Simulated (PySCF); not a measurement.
Exercise with solution: entropy of an ideal gas

TeF2, SMILES F[Te]F.

Geometry optimised at B3LYP-D3(BJ)/def2-TZVP. The def2 effective core potentials stand for the cores of Te; spin–orbit coupling is left out.

B3LYP-D3(BJ)/def2-TZVP in PySCF gives the harmonic wavenumbers 203, 615, 633 cm⁻¹ and the rotational temperatures 0.5000, 0.3222, 0.1959 K. The molar mass is 165.60 g/mol, the symmetry number 2, the spin multiplicity 1.

Task: Work out the entropy at 298.15 K and 1 atm in the rigid-rotor, harmonic-oscillator model.

Result: 
Translation (Sackur–Tetrode at 1 atm): S = R[1.5 ln M + 2.5 ln T − 1.16487] = 172.5 J/(mol K).
Rotation: q = (√π/σ) T^1.5/√(θA θB θC) = 25700, S = R[ln q + 3/2] = 96.9 J/(mol K).
Vibration: with u = 1.4388 ν/T, each mode gives R[u/(e^u − 1) − ln(1 − e^−u)]:
```json
[
 {"ν (cm⁻¹)": "203", "modes": "1", "u": "0.98", "S (J/(mol K))": "8.81"},
 {"ν (cm⁻¹)": "615", "modes": "1", "u": "2.97", "S (J/(mol K))": "1.78"},
 {"ν (cm⁻¹)": "633", "modes": "1", "u": "3.05", "S (J/(mol K))": "1.66"}
]
```
These are all the modes. Sum 12.2 J/(mol K).
Spin: R ln 1 = 0.0 J/(mol K).
Total 281.6 J/(mol K); the program's own thermochemistry gives 281.6. Translation makes up 61 % and vibration 4 %. Anharmonicity, hindered rotation and orbital degeneracy are left out.
